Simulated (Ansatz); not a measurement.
Two isomers of CH6FGeNS: A = `[NH2][GeH2][S]CF`, B = `N[CH2][GeH]([F])[SH]`.

Computed with Ansatz on PBE0-D4/def2-TZVP structures; ΔE is electronic, products minus reactants. CCSD(T)/CBS is the MP2 limit (def2-TZVPP, def2-QZVPP) plus CCSD(T) − MP2 in def2-TZVPP, frozen cores. Functionals use def2-TZVPP. B3LYP here is the variant with VWN-RPA as its local correlation; programs differ in this. For Ge outer-core shells are correlated without core-valence functions, which leaves a few kJ/mol of doubt a bond. Scalar relativity is left out up to krypton. One conformer a species, not always the lowest.

Question: Which isomer does CCSD(T)/CBS put lower? Give the gap. (Best estimate.)

Answer: Ansatz gave: B, by 22.6 kcal/mol.

Question: Give E(B) − E(A) in kcal/mol with HF/def2-TZVPP, B3LYP, MP2/def2-TZVPP, ωB97M-V, B3LYP-D4, CCSD/def2-TZVPP, PBE-D4. (Estimate.)

Answer: Ansatz gave: HF/def2-TZVPP -22.2, B3LYP -21.4, MP2/def2-TZVPP -23.2, ωB97M-V -21.8, B3LYP-D4 -21.4, CCSD/def2-TZVPP -22.8, PBE-D4 -20.3. None reverses the order clearly.

Largest T1 diagnostic: 0.012.

From PBE to PBE0 (25 % exact exchange), in def2-TZVPP and without D4, E(B) − E(A) moves by −0.9 kcal/mol.
